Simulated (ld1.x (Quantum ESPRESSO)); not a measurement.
## manganese (Mn), ultrasoft: configuration errors across variants

```json
{
  "Element": "manganese",
  "Generator": "ld1.x (Quantum ESPRESSO) 7.5",
  "Type": "ultrasoft",
  "Functional": "revPBE",
  "Relativity": "fully relativistic",
  "Frozen core": "[Ne]",
  "Valence charge": "15",
  "Reference configuration": "3s2 3p6 3d5 4s1 4p0 (charge +1)",
  "Partial waves": "3s (bound): rcut 1.25, rcutus 1.30 bohr; 4s (bound): rcut 1.25, rcutus 1.30 bohr; 3p (bound): rcut 1.35, rcutus 1.60 bohr; 4p (bound, empty): rcut 1.35, rcutus 1.60 bohr; 3d (bound): rcut 2.05, rcutus 2.30 bohr; 3d channel at 3.15 Ry: rcut 2.05, rcutus 2.30 bohr",
  "Local potential": "all-electron potential smoothed inside 1.10 bohr (lloc = -2)",
  "Core correction": "a·sin(br)/r model core inside 1.10 bohr",
  "Augmentation charge": "PSQ, radius 1.00 bohr"
}
```

Open shells are filled in proportion to 2j + 1 (rel_dist='average').

All-electron excitation energies from the reference (eV): (1) 3s2 3p6 3d5 4s2 4p0 -8.330; (2) 3s2 3p6 3d5 4s0 4p0 15.442; (3) 3s2 3p6 3d4 4s0 4p0 47.854; (4) 3s2 3p6 3d5.5 4s1.5 4p0 -8.814; (5) 3s2 3p6 3d5 4s0 4p2 -0.464; (6) 3s2 3p6 3d5 4s1 4p1 -4.497; (7) 3s2 3p6 3d5 4s1.5 4p0 -5.004.

The overlap operator is not positive definite (basis up to 400 Ry) in “base”, “core correction a·sin(br)/r model core inside 1.44 bohr”, “augmentation PSQ, inside the norm-conserving radii”, “waves 3s (bound): rcut 1.24, rcutus 1.32 bohr; 4s (bound): rcut 1.24, rcutus 1.32 bohr”. Such files are unfit for use, however small their errors in these radial tests.

3 further variants failed, have other tests or another functional or relativity, and are left out.

Errors AE − PS in meV (a dash: test not solved or not reliable):

```csv
change,(1),(2),(3),(4),(5),(6),(7),bound ghosts
base,-0.9,-1.7,+7.4,-0.7,+0.2,+0.1,-0.3,not determined (overlap not positive)
core correction a·sin(br)/r model core inside 1.44 bohr,-0.9,-1.7,+7.4,-0.7,+0.2,+0.1,-0.3,not determined (overlap not positive)
"type PAW; local potential all-electron potential smoothed inside 1.60 bohr (lloc = -1); augmentation PSQ, inside the norm-conserving radii",-1.3,-3.1,+4.8,-0.6,+0.4,0.0,-0.4,not determined
"augmentation PSQ, inside the norm-conserving radii",+0.2,-1.6,-64,-6.9,-27,-5.5,0.0,not determined (overlap not positive)
local potential all-electron potential smoothed inside 1.60 bohr (lloc = -1),-0.8,-1.8,+7.6,-0.4,+0.1,+0.1,-0.3,none
"waves 3s (bound): rcut 1.24, rcutus 1.32 bohr; 4s (bound): rcut 1.24, rcutus 1.32 bohr",-0.8,-1.5,+7.5,-0.4,+0.2,+0.2,-0.3,not determined (overlap not positive)
```

(1) Give the same row for: local potential all-electron potential smoothed inside 1.52 bohr (lloc = -2).

## Answers

(1) –, –, –, –, –, –, –; bound ghosts: none.
